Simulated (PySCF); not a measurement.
AlH3, SMILES [AlH3+] (connectivity only; charge and spin as stated), charge +1, multiplicity 2.

Geometry optimised at ωB97X-D3(BJ)/def2-TZVPD.

Method: PBE/def2-TZVPD run with PySCF.

Isolated molecule, no solvent.

The total energy is -243.67540 hartree and the point group comes out as C2v. The α spin, highest occupied and lowest empty level is -13.94 and -9.08 eV and the β spin, highest occupied and lowest empty level is -15.09 and -12.03 eV. The dipole moment about the centre of nuclear charge is 0.63 D. The mean static polarisability comes out as 26.5 bohr³ (3.92 Å³) and the polarisability, principal values is 19.8, 29.7, 29.9 bohr³. The ⟨S²⟩ is 0.756 (pure state 0.75).
